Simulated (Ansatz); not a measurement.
`[Cl][SbH2]` + H₂O → `[OH][SbH2]` + HCl at 400 K and 1 bar (formal hydrolysis of the Sb–Cl bond).

Program: Ansatz. Geometries: PBE0-D4/def2-TZVP. ΔE: electronic, gas phase. CBS: MP2 limit from def2 TZ/QZ plus the TZ coupled-cluster correction, frozen cores. This one scheme is used for every species. Elements past krypton have def2 core potentials. For Sb outer-core shells are correlated without core-valence functions, which leaves a few kJ/mol of doubt a bond.

```json
{"species": "`[Cl][SbH2]`", "CCSD(T)/CBS energy (Eh)": "-701.00845", "H − E (kJ/mol)": "55.3", "S (J/(mol·K))": "294.4"}
{"species": "H₂O", "CCSD(T)/CBS energy (Eh)": "-76.37941", "H − E (kJ/mol)": "69.8", "S (J/(mol·K))": "198.6"}
{"species": "`[OH][SbH2]`", "CCSD(T)/CBS energy (Eh)": "-316.98030", "H − E (kJ/mol)": "89.2", "S (J/(mol·K))": "295.3"}
{"species": "HCl", "CCSD(T)/CBS energy (Eh)": "-460.38127", "H − E (kJ/mol)": "29.6", "S (J/(mol·K))": "195.4"}
```

H − E and S are ideal-gas, rigid-rotor, harmonic terms from PBE0-D4/def2-TZVP. 1 Eh = 2625.50 kJ/mol, R = 8.31446 J/(mol·K).

Question: By hand: ΔE, ΔH, ΔS and ΔG.

Answer: ΔE = (-316.98030) + (-460.38127) − (-701.00845) − (-76.37941) = 0.02629 Eh = 69.0 kJ/mol. Δ(H − E) = 89.2 + 29.6 − 55.3 − 69.8 = -6.3, so ΔH = 62.7 kJ/mol. ΔS = 295.3 + 195.4 − 294.4 − 198.6 = -2.3 J/(mol·K). ΔG = 62.7 − 400 × (-2.3)/1000 = 63.6 kJ/mol.

Question: By hand: the equilibrium constant, and the temperature at which ΔG would vanish if ΔH and ΔS stayed fixed.

Answer: log₁₀ K = −ΔG/(RT ln 10) = -8.3. ΔH and −TΔS have one sign here, so there is no such temperature.

The number of gas molecules stays the same, so ΔS is small and ΔH decides. A doubt of 5 kJ/mol in ΔE shifts log₁₀ K by 0.7 here. These are equilibria of isolated gas molecules and say nothing of rates. Largest T1 diagnostic: 0.014 (customary marks: 0.02 for closed shells, 0.045 for open ones).

ΔS is within the doubt of such terms, so its sign, and with it that verdict, could turn.
